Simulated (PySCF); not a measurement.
A structure optimised at PBE0-D3(BJ)/def2-SVP, used in a PySCF frequency run:

```
O
B 1 1.3598
O 2 1.3637 1 117.44
H 3 0.9592 2 115.07 1 180.00
O 2 1.3721 1 117.66 3 180.00
H 5 0.9594 2 116.12 1 180.00
Si 1 1.6699 2 129.31 3 180.00
H 7 1.4889 1 106.64 2 180.00
H 7 1.4926 8 109.40 1 -120.02
H 7 1.4926 8 109.40 9 -119.96
```

**Question.** Write its SMILES, formula and point group.

**Answer.** OB(O)O[SiH3], BH₅O₃Si, Cs

**Question.** What are its rotational constants (standard atomic weights)?

**Answer.** 9.1450, 2.3583, 1.9175 GHz
